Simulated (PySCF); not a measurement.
Vertical excitations of a molecule C2H6BFN2 from TDA-B3LYP/def2-SVPD run with PySCF 2.14.0, as energy in eV (oscillator strength): 5.74 (0.057), 5.84 (0.000), 6.19 (0.000), 6.73 (0.519), 6.94 (0.015), 7.10 (0.043), 7.18 (0.009), 7.29 (0.001), 7.39 (0.009), 7.81 (0.017). Lowest triplet (TDA): 3.94 eV. Coordinates come from a r2SCAN-D4/def2-SVP optimisation. One conformer was computed; it need not be the lowest.

Identify the compound among the candidates.
(A) C=C(F)B(N)N
(B) FB1NCCN1
(C) C/N=C/B(N)F
(D) NB(N)/C=C\F

A, C=C(F)B(N)N
